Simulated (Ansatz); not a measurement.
Spectroscopic constants of NaLi-, multiplicity 4 (an upper state: multiplicity 2 came lower at CCSD(T)/def2-TZVPP on PBE0 minima).

The constants come from a fifth-degree fit in 1/R (seven points, main isotopes). Runs in def2 and cc sets follow the lowest solution found near the PBE0 minimum.

Correlated levels freeze the inner cores; with def2 sets outer-core shells near the valence are correlated too.

Codes used: Ansatz (a first-principles code). 

Task: What bond length and harmonic frequency does PBE0/def2-TZVPP give?

Result: r_e = 3.454 Å, ω_e = 134 cm⁻¹.

Task: What bond length and harmonic frequency does CCSD/def2-TZVPP give?

Result: r_e = 3.390 Å, ω_e = 152 cm⁻¹.

Task: What bond length and harmonic frequency does CCSD(T)/def2-TZVPP give?

Result: r_e = 3.388 Å, ω_e = 153 cm⁻¹.
